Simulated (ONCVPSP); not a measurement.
Building the ONCV potential for boron (LDA (Perdew-Wang 92), scalar-relativistic).

ONCVPSP 4.0.1 input, shortened (lines: element, Z, core and valence counts, functional; n l f; lmax; l rc ep ncon nbas qcut; lloc lpopt rc5 dvloc0; l nproj debl; icmod fcfact rcfact), LDA (Perdew-Wang 92), scalar-relativistic:

```
  B 5.00    1    2  -001012      upf
    1    0    2.00
    2    0    2.00
    2    1    1.00
    2
    0    1.45    0.00    4    7    3.60
    1    2.40    0.00    4    7    5.40
    2    2.35    0.12    4    8    4.70
    4    1    1.20    6.00
    0    1    2.20
    1    1    0.40
    2    3    2.60
    3    3.25    1.30
```

All-electron outer shells of the reference configuration (LDA (PZ), scalar-relativistic, ld1.x):

```json
{"shell": "1s", "level (eV)": "-178.66", "outermost node (bohr)": "–", "outermost maximum (bohr)": "0.21"}
{"shell": "2s", "level (eV)": "-9.39", "outermost node (bohr)": "0.46", "outermost maximum (bohr)": "1.52"}
{"shell": "2p", "level (eV)": "-3.72", "outermost node (bohr)": "–", "outermost maximum (bohr)": "1.55"}
```

Results:

* Cutoffs needed: 24 Ha and 53 Ha (the cutoffs (Ha) at which the residual kinetic energy of the hardest occupied pseudo-wave falls to 1 and 0.1 mHa per electron)
* Ghost test: no bound ghost flagged; no localised positive-energy state flagged
* Largest excitation error: +143 meV (all-electron minus pseudo) for 2s1 2p0, out of 4 test configurations
* rms error of d²Exc/dni dnj: 2.96 mHa without and 1.69 mHa with the model core

Generation and tests took about 2.3 s on one core of a shared server CPU.
